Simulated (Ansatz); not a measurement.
Basis-set extrapolation for `N[SiH]1NP1` (PBE0-D4/def2-TZVP geometry, frozen core, Ansatz). Multiplicity 1, RHF reference.

```tsv
	def2-TZVPP	def2-QZVPP
HF	-741.574580	-741.599561
MP2 correlation	-0.690511	-0.742513
CCSD(T) correlation	-0.758973	not run
```

Energies in hartree. Use E(X) = E(∞) + A·exp(−7.88·√X) for Hartree–Fock and E(X) = E(∞) + B·X^(−2.97) for correlation, with X = 3 and 4, and add CCSD(T) minus MP2 of the smaller set to the MP2 limit.

Task: What is the CCSD(T) energy at the basis-set limit?

Result: HF limit: -741.599561 + (-0.024981) × 0.13774 = -741.60300. MP2 limit: -0.742513 + (-0.052002) × 0.74074 = -0.78103. Higher-order term: -0.758973 − (-0.690511) = -0.06846. Total: -742.45249 hartree, 3.24 eV below CCSD(T)/def2-TZVPP.
